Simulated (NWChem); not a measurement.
Species: CHCl₂ cation

```xyz
4

Cl     1.4473     0.0000    -0.1565
C      0.0000     0.0000     0.6084
Cl    -1.4473     0.0000    -0.1565
H      0.0000     0.0000     1.7010
```
Atoms are numbered in this order, from 1.

Level: B3LYP/6-31G* (spherical d) (NWChem), optimised geometry, unscaled harmonic frequencies. 

```tsv
frequency (cm⁻¹)	IR intensity (km/mol)
364	1.5
851	21.2
904	23.4
1068	314.9
1365	46.3
3191	35.5
```

```json
{
  "zero_point_energy": "11.1 kcal/mol",
  "thermal correction to the enthalpy at 298.15 K (with zero-point energy)": "13.7 kcal/mol",
  "heat capacity Cv": "9.0 cal/(mol K)",
  "entropy at 298.15 K and 1 atm (symmetry number 2)": "63.0 cal/(mol K)"
}
```

Rigid rotor and harmonic oscillator.
